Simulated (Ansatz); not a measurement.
Input for Ansatz (a first-principles code): R-CCSD(T)/aug-cc-pV(T+d)Z on AlH3O2 (SMILES [OH][AlH][OH]). Files ending in .json are basis or fitting sets from the Basis Set Exchange.

Ansatz 0.2 input:
```yaml
crystal:
  periodic: [false, false, false]
  atoms:
    - {symbol: O, position_ang: [-0.05097669, 0.60305149, 1.52220146]}
    - {symbol: Al, position_ang: [-0.03541383, -0.51320347, 0.25434337]}
    - {symbol: O, position_ang: [-0.06332002, 0.06476394, -1.34271926]}
    - {symbol: H, position_ang: [-0.03828870, 0.38351562, 2.46482395]}
    - {symbol: H, position_ang: [0.00454232, -2.06806110, 0.44491895]}
    - {symbol: H, position_ang: [-0.08781318, 0.99953014, -1.55344318]}
basis:
  gaussian:
    orbitals: aug-cc-pV_T+d_Z.json
magnetization: {spin_polarized: false}
correlation: {method: ccsd_t, electrons: outside_noble_gas}
scf: {lower_state_search: off}
```

It printed:

```
WARN ansatz: RAYON_NUM_THREADS=1 ignored (pool sized by the plan → 1); use --threads N
Functional definition: HF
these checks for a lower state are left out or cut short: stability, starts, cluster_reference, orbital_swaps, neighbouring_geometries, increment
integrals: 1.04 GiB planned
1262 factors; integrals over basis functions are off by at most 1.4e-3 eV
mean field: 0.58 GiB planned
mean field evaluation 1: about -10704.5005 eV, gradient 5.6e1 eV
mean field evaluation 2: about -10704.5008 eV, gradient 5.6e1 eV
mean field evaluation 4: about -10709.9594 eV, gradient 2.5e0 eV
mean field evaluation 8: about -10709.9891 eV, gradient 1.3e-1 eV
mean field -10709.98917229 eV, -393.5848425903 hartree, gradient 1.8e-6 eV, S^2 0.000000; 0 other end points of the search recorded, 0 dependent functions left out
7 core orbitals not correlated
reference -10709.98917229 eV, -393.5848425903 hartree; 9, 9 occupied and 200, 200 virtual orbitals, 1262 factors
second order -15.87557896 eV of doubles, -0.00000000 eV of singles
coupled cluster: 1.33 GiB planned
cycle   1  -15.69997134 eV  change    1.8e-1 eV  update   8.7e-2
cycle   2  -16.05291498 eV  change   -3.5e-1 eV  update   2.6e-2
cycle   3  -16.15077444 eV  change   -9.8e-2 eV  update   1.3e-2
cycle   4  -16.13659707 eV  change    1.4e-2 eV  update   3.1e-3
cycle   5  -16.13523903 eV  change    1.4e-3 eV  update   1.4e-3
cycle   6  -16.13609666 eV  change   -8.6e-4 eV  update   4.1e-4
cycle   7  -16.13593014 eV  change    1.7e-4 eV  update   1.5e-4
cycle   8  -16.13584985 eV  change    8.0e-5 eV  update   4.5e-5
cycle   9  -16.13585008 eV  change   -2.4e-7 eV  update   1.6e-5
perturbative correction -0.57155406 eV, -0.0210042243 hartree
Total energy: -10726.69657643 eV, -394.1988283679 hartree
Checks for a lower state left out: stability, starts, cluster_reference, orbital_swaps, neighbouring_geometries, increment
```

Self-consistency was reached.

Cost: around 7 core-minutes (rough).
